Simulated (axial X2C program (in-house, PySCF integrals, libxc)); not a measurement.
**Spin–orbit effects down a group: molecules with Sr (ions), PBE0**

All values come from calculations with an axial X2C code built on PySCF integrals, spin-free (one-electron X2C) or two-component (2c: spin–orbit coupling with atomic mean-field Coulomb and Gaunt terms, which also bring small scalar terms), in Dyall basis sets with cores contracted in-house; open shells are unrestricted.

Basis sets: H dyall-v3z, Li dyall-cv3z, Na dyall-cv3z, Sr dyall-cv3z.

```json
{"molecule": "SrH⁺", "spin-free state": "M_S = 0, Λ = 0", "Re (Å)": "2.019", "ωe (cm⁻¹)": "1428.8", "De (eV)": "2.17", "2c state": "Ω = 0", "Re 2c (Å)": "2.019", "ωe 2c (cm⁻¹)": "1429.1", "De 2c (eV)": "2.17"}
{"molecule": "LiSr⁺", "spin-free state": "M_S = 0, Λ = 0", "Re (Å)": "3.400", "ωe (cm⁻¹)": "234.5", "De (eV)": "1.48", "2c state": "Ω = 0", "Re 2c (Å)": "3.399", "ωe 2c (cm⁻¹)": "234.5", "De 2c (eV)": "1.47"}
{"molecule": "NaSr⁺", "spin-free state": "M_S = 0, Λ = 0", "Re (Å)": "3.666", "ωe (cm⁻¹)": "123.0", "De (eV)": "1.18", "2c state": "Ω = 0", "Re 2c (Å)": "3.666", "ωe 2c (cm⁻¹)": "123.0", "De 2c (eV)": "1.18"}
```

**Question.** Work out the shifts from the spin-free to the two-component result.

**Answer.** 

```json
{"molecule": "SrH⁺", "2c state": "Ω = 0", "ΔRe (Å)": "0.000", "Δωe (cm⁻¹)": "0.3", "ΔDe (eV)": "0.00"}
{"molecule": "LiSr⁺", "2c state": "Ω = 0", "ΔRe (Å)": "-0.001", "Δωe (cm⁻¹)": "0.0", "ΔDe (eV)": "-0.01"}
{"molecule": "NaSr⁺", "2c state": "Ω = 0", "ΔRe (Å)": "0.000", "Δωe (cm⁻¹)": "0.0", "ΔDe (eV)": "0.00"}
```

Shifts of one unit in the last digit are rounding.

Fragments in 2c: Sr+ + H, Sr + Li+, Sr + Na+. Each entry is the lowest single determinant of a limited PBE0 search at one distance. De goes to single-determinant-based atoms at the same level (for ions the charge split of lowest energy) and is withheld (n/a) where an atom does not fit its ground term or J level. Main or longest-lived isotopes.
